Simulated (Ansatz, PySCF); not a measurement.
Gas-phase reaction R1 + R2 → 2 P1, each structure at its B3LYP-D3(BJ)/def2-TZVP stationary point, reached from a drawn start (curvature not checked).
R1: Cl2 (SMILES ClCl), charge 0, multiplicity 1.
R2, I2 (SMILES II) (charge 0, multiplicity 1, Z-matrix in Å and degrees):
```
I
I 1 2.6947
```
P1: ClI (SMILES ClI), charge 0, multiplicity 1.

P less R. No zero-point or thermal terms; no spin–orbit coupling.

Frozen-core correlation throughout. In cc and def2 sets filled d and f shells under p-block atoms count as core.

Codes used: Ansatz (a first-principles code) with Gaussian orbitals; PySCF for the D3/D4 terms. All values are computed, each at the level named. Elements past Kr take the def2 small-core potentials, without spin–orbit coupling.

Total energies in hartree:

```tsv
structure	PBE/def2-TZVPP	B3LYP-D3(BJ)/def2-TZVPP	CCSD(T)/def2-QZVPP
R1	-920.021287	-920.424164	-919.481115
R2	-595.411927	-595.629496	-593.698551
P1	-757.720568	-758.031298	-756.594544
```

Work out the reaction energy at each level in kcal/mol (1 hartree = 627.50947 kcal/mol), and say how far PBE/def2-TZVPP lies from CCSD(T)/def2-QZVPP.


- PBE/def2-TZVPP: 2 × (-757.720568) − (-920.021287) − (-595.411927) = -0.007922 hartree = -4.97 kcal/mol
- B3LYP-D3(BJ)/def2-TZVPP: 2 × (-758.031298) − (-920.424164) − (-595.629496) = -0.008936 hartree = -5.61 kcal/mol
- CCSD(T)/def2-QZVPP: 2 × (-756.594544) − (-919.481115) − (-593.698551) = -0.009422 hartree = -5.91 kcal/mol
PBE/def2-TZVPP less CCSD(T)/def2-QZVPP: 0.94 kcal/mol. CCSD(T)/def2-QZVPP is the level counted from, the highest shown, and no exact or measured value.
